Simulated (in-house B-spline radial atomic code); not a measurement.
**How G0W0 and RPA depend on the start: La3+**

Configuration [Kr] 4d10 5s2 5p6. Computed with a B-spline radial code for spherical atoms: all electrons, scalar-relativistic (spin-free one-electron X2C), finite nucleus, each spin shell either full or empty, empty states to l = 9 with an (l + 1/2)⁻⁴ tail; G0W0 by contour deformation at full frequency.

Spin-orbit coupling, left out, splits p levels strongly here.

| start | mean-field 5p (eV) | G0W0 (eV) | QP weight | RPA correlation (Eh) |
| --- | --- | --- | --- | --- |
| Hartree-Fock | -50.48 | -51.40 | 0.962 | -4.0415 |
| LDA VWN5 | -44.92 | -50.90 | 0.921 | -4.3917 |
| PBE | -44.74 | -50.89 | 0.921 | -4.3866 |
| PBE0 | -46.50 | -51.05 | 0.939 | -4.2898 |
| r2SCAN | -45.26 | -51.04 | 0.930 | -4.3261 |
| HSE06 | -46.03 | -51.05 | 0.936 | -4.2984 |
| B3LYP (VWN-RPA) | -46.10 | -51.05 | 0.936 | -4.3097 |
| SCAN | -45.27 | -51.01 | 0.930 | -4.324 |
| TPSS | -44.91 | -50.96 | 0.924 | -4.3686 |
| BHandHLYP | -48.01 | -51.20 | 0.949 | -4.2017 |
| CAM-B3LYP | -47.91 | ? | ? | ? |
| LC-wPBE | -49.46 | -51.18 | 0.955 | -4.2633 |
| wB97X | -48.90 | ? | ? | ? |
| PBEsol | -44.76 | -50.89 | 0.921 | -4.3886 |
| BLYP | -44.52 | -50.91 | 0.919 | -4.3876 |
| r2SCAN0 | -46.83 | -51.14 | 0.943 | -4.2501 |
| LDA exchange-only | -43.38 | -50.94 | 0.914 | -4.3898 |

(1) What G0W0 level, weight and RPA correlation energy follow from the wB97X start?

(2) What G0W0 level, weight and RPA correlation energy follow from the CAM-B3LYP start?

(3) How much of the dependence on the start does G0W0 remove?

Results:

(1) G0W0 level -51.17 eV, weight 0.954, RPA correlation -4.2459 hartree.

(2) G0W0 level -51.16 eV, weight 0.948, RPA correlation -4.2662 hartree.

(3) The mean-field levels span 7.11 eV and the G0W0 levels 0.515 eV. Against 49.95 ± 0.06 eV (NIST, semi-empirical) the G0W0 removal energies are off by +0.94 to +1.45 eV, with spin-orbit coupling, Breit and QED terms left out.
